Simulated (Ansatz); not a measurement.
Saddle point of SnH5ClO, closed shell (SnH₃Cl ([Cl][SnH3]) + H₂O → SnH₄O ([OH][SnH3]) + HCl; bonds formed: Sn1–O7, Cl2–H6; bonds broken: Sn1–Cl2, H6–O7), PBE0-D4/def2-TZVP structure:

Sn1  (-0.454, 0.717, -0.487)
Cl2  (0.753, -2.098, -0.806)
H3  (-1.801, -0.084, -1.106)
H4  (-0.894, 2.106, 0.416)
H5  (0.883, 1.047, -1.466)
H6  (0.521, -1.282, 0.545)
O7  (0.146, -0.392, 1.180)
H8  (0.845, -0.015, 1.725)
(Å)

Energies are electronic, without zero-point energy. Barriers and step energies count from the start structure reached by relaxing down the imaginary mode; all methods use the PBE0-D4 structures, on which another method's saddle can fall below an end. Program: Ansatz 0.2.0. Basis: def2-TZVPP, with def2-QZVPP for the basis limit. Cores are frozen in the correlated methods. Filled d shells of the heavier atoms are correlated. Core potentials replace the inner electrons of the atoms past krypton. The def2 sets are not built for correlating such inner shells, so the correlated values are less sure here. B3LYP uses VWN-RPA correlation. Extrapolation: Hartree–Fock as exp(−7.88 √X), correlation as X^−2.97.

| method | barrier (kcal/mol) | step energy (kcal/mol) |
| --- | --- | --- |
| SPW92 | 11.33 | 12.65 |
| PBE-D4 | 16.85 | 14.42 |
| BLYP-D4 | 18.15 | 13.71 |
| r2SCAN-D4 | 17.72 | 15.27 |
| B97M-V | ? | 16.53 |
| PBE0-D4 | 19.43 | 16.20 |
| B3LYP-D4 | 20.03 | 15.19 |
| r2SCAN0-D4 | 19.77 | 16.72 |
| BHLYP-D4 | 22.83 | 17.22 |
| CAM-B3LYP-D4 | 19.96 | 14.64 |
| wB97X-V | 21.01 | 16.00 |
| wB97M-V | ? | 16.86 |
| B2PLYP | 20.73 | 14.86 |
| PBE-QIDH | 20.83 | 16.38 |
| RPA on PBE | 22.07 | 14.59 |
| HF | 29.50 | 19.59 |
| MP2 | ? | 15.13 |
| CCSD | 23.38 | 15.98 |
| CCSD(T) | 21.91 | 15.32 |

**Question.** Fill in the withheld barriers. (An estimate is asked for; the value comes from the calculation.)

**Answer.** Computed: B97M-V 21.25; wB97M-V 21.06; MP2 20.74 kcal/mol. Each is the energy of the saddle less that of the start structure, by the same method.

For comparison, the barrier by CCSD(T) at an estimated basis limit (MP2 extrapolated from triple and quadruple zeta, plus CCSD(T) − MP2 in triple zeta) is 20.96 kcal/mol.

No T1 diagnostic of these runs exceeds 0.013.

The step is the kind of ligand exchange by which a precursor binds to a hydroxyl group, or is hydrolysed, in atomic layer deposition of oxides.

Labels in which every atom is bracketed show which atoms are joined, not bond orders.

For scale, one of the runs: CCSD(T)/def2-TZVPP, 193 basis functions, launched by `ansatz run in.yaml --threads 4 --pin off --events-out ev --progress --plain --max-ram 9574MiB`. Time: 77 s of wall clock on 4 CPU threads of an Intel Xeon; the host was shared. Peak host memory: 2.4 GiB.
